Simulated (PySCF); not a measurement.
Gas-phase reaction: 2 GeHCl → GeH₂ + GeCl₂

Energies from PySCF, thermal terms from the rigid-rotor harmonic-oscillator model, ideal gas at 1 bar. † marks an energy on the PBE0/def2-TZVP geometry and frequencies. MP2 and CCSD(T) freeze the core. All species are closed-shell singlets. B3LYP is the form with VWN-RPA correlation. Ge: all electrons, no relativistic terms. GeHCl, GeH₂: computed as isolated molecules; such fragments, hydroxides, amides, oligomers or adducts are transient or little studied in the gas. MP2 isn't extrapolated to the basis-set limit; its ΔH°(298 K) is -18.0 kJ in def2-SVP and -16.2 kJ in def2-TZVPP. CCSD(T) isn't extrapolated to the basis-set limit; its ΔH°(298 K) is -15.7 kJ in def2-SVP and -14.2 kJ in def2-TZVPP. The harmonic model lacks anharmonicity and excited electronic states, which grow with temperature; levels with a mode under 35 cm⁻¹ are left out.

```json
[
 {"level": "B3LYP/def2-TZVP†", "ΔE electronic, kJ": "-12", "ΔH°(298 K), kJ": "-13", "ΔS°(298 K), J/K": "-13", "ΔG°(1400 K), kJ": "4"},
 {"level": "BLYP/def2-TZVP†", "ΔE electronic, kJ": "-12", "ΔH°(298 K), kJ": "-13", "ΔS°(298 K), J/K": "-13", "ΔG°(1400 K), kJ": "4"},
 {"level": "CCSD(T)/def2-SVP†", "ΔE electronic, kJ": "-15", "ΔH°(298 K), kJ": "-16", "ΔS°(298 K), J/K": "-13", "ΔG°(1400 K), kJ": "1"},
 {"level": "MP2/def2-SVP†", "ΔE electronic, kJ": "-17", "ΔH°(298 K), kJ": "-18", "ΔS°(298 K), J/K": "-13", "ΔG°(1400 K), kJ": "-1"},
 {"level": "PBE/def2-TZVP†", "ΔE electronic, kJ": "-13", "ΔH°(298 K), kJ": "-14", "ΔS°(298 K), J/K": "-13", "ΔG°(1400 K), kJ": "3"},
 {"level": "PBE0/def2-SVP†", "ΔE electronic, kJ": "-15", "ΔH°(298 K), kJ": "-16", "ΔS°(298 K), J/K": "-13", "ΔG°(1400 K), kJ": "1"},
 {"level": "r2SCAN/def2-TZVP†", "ΔE electronic, kJ": "-15", "ΔH°(298 K), kJ": "-15", "ΔS°(298 K), J/K": "-13", "ΔG°(1400 K), kJ": "1"},
 {"level": "LDA/def2-TZVP†", "ΔE electronic, kJ": "-15", "ΔH°(298 K), kJ": "-15", "ΔS°(298 K), J/K": "-13", "ΔG°(1400 K), kJ": "1"},
 {"level": "ωB97X-V/def2-TZVP†", "ΔE electronic, kJ": "-13", "ΔH°(298 K), kJ": "-14", "ΔS°(298 K), J/K": "-13", "ΔG°(1400 K), kJ": "3"}
]
```
ΔH° is lowest at MP2/def2-SVP† and highest at BLYP/def2-TZVP†. No reference value is set beside these.
